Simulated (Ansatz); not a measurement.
Ge$_{2}$H$_{14}$Si$_{4}$, SMILES `[SiH3][SiH2][GeH2][GeH2][SiH2][SiH3]`. The species carries charge 0 and has multiplicity 1. Correlated methods include outer-core shells of Ge, which these sets cover unevenly. Scalar relativity is left out up to krypton.

```xyz
20

Si   -1.237    1.352    2.000
Si    0.480   -0.169    2.457
Ge    2.061   -0.322    0.681
Ge    1.250   -1.762   -1.097
Si   -0.951   -1.113   -1.727
Si   -0.948    1.164   -2.254
H    -2.128    1.490    3.184
H    -0.660    2.684    1.677
H    -2.057    0.895    0.846
H     1.175    0.267    3.701
H    -0.100   -1.520    2.706
H     2.334    1.083    0.110
H     3.396   -0.875    1.217
H     2.197   -1.662   -2.309
H     1.265   -3.221   -0.603
H    -1.423   -1.909   -2.894
H    -1.864   -1.379   -0.582
H    -0.218    1.371   -3.534
H    -2.329    1.701   -2.393
H    -0.244    1.927   -1.188
```

(1) Give the diagnostics of a CCSD(T)/def2-TZVPP run (frozen core, Ansatz 0.2.0). (Estimate.)

Results:

(1) Computed: T1 = 0.0128, largest single amplitude 0.016, largest double 0.016, (T) share of the correlation energy 3.6 %, 8 CCSD cycles. The RHF solution is stable towards an unrestricted one. T1 lies under the customary mark of 0.02 for closed shells.
